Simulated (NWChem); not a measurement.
Molecule: ZrCl4; SMILES [Zr]([Cl])([Cl])([Cl])[Cl]

Results from NWChem. Coordinates come from a PBE0/def2-SVP optimisation. Not confirmed as a minimum by frequencies. def2 effective core potentials on Zr; no spin-orbit coupling. Level PBE0/def2-SVP: single points from the atomic guess with DIIS by default; each run changes one setting, and all converged runs end within 0.3 mHa of each other.

### Question
Which setting needs the most SCF iterations, or fails (no DIIS, 40 % damping; defaults; DIIS on 3 Fock matrices; no level shifting)?

### Answer
no DIIS, 40 % damping, with 97 against 7 for the defaults.
| setting | SCF iterations |
|---|---|
| defaults | 7 |
| no DIIS, 40 % damping | 97 |
| DIIS on 3 Fock matrices | 9 |
| no level shifting | 7 |
